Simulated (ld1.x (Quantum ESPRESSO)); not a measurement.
# Before and after: TM potential for lithium

* Element: lithium (Li)
* Generator: ld1.x (Quantum ESPRESSO) 7.5
* Type: norm-conserving Troullier–Martins (Kleinman–Bylander form)
* Functional: BLYP
* Relativity: non-relativistic
* Frozen core: none
* Valence charge: 3
* Reference configuration: 1s2 2s1 2p0
* Partial waves: 2p (bound, empty): rc 4.20 bohr; 1s (bound): rc 0.55 bohr
* Local potential: the s channel
* Core correction: none

Occupied shells without a wave of their own: 2s. They enter only through the test configuration that unscreens the potential.

Change: all radii scaled by about 0.88 (s 0.48, p 3.68 bohr).

Cutoffs: the cutoffs (Ry, on a coarse ladder) from which the occupation-weighted sum of valence levels, in a spherical-Bessel basis at the reference potential, stays within 10 and 1 mRy of its value at 400 Ry; they do not see the model core or the augmentation charge, which bear on the density cutoff. Errors are all-electron minus pseudo energies relative to the spin-unpolarised reference configuration.

Predict the effect on cutoff, ghosts and configuration errors.

Of the 4 tests that both files solve, the error grows in 0 and shrinks in 4 by more than 15 % and 0.3 meV (median size 5.1 → 2.5 meV); neither file shows a bound ghost. Less of the atom is replaced, so other configurations are described better.

```csv
quantity,base,changed
"cutoff, loose",230 Ry,260 Ry
"cutoff, tight",over 300 Ry,over 300 Ry
bound ghosts,none,none
"error for 1s2 2s0 2p0, meV [ΔE 5.32 eV]",+6.9,+3.6
"error for 1s2 2s0.5 2p0, meV [ΔE 2.01 eV]",+2.6,+1.3
"error for 1s2 2s0 2p1, meV [ΔE 1.80 eV]",+3.4,+1.4
"error for 1s1 2s1 2p0, meV [ΔE 68.70 eV]",+48,+29
```
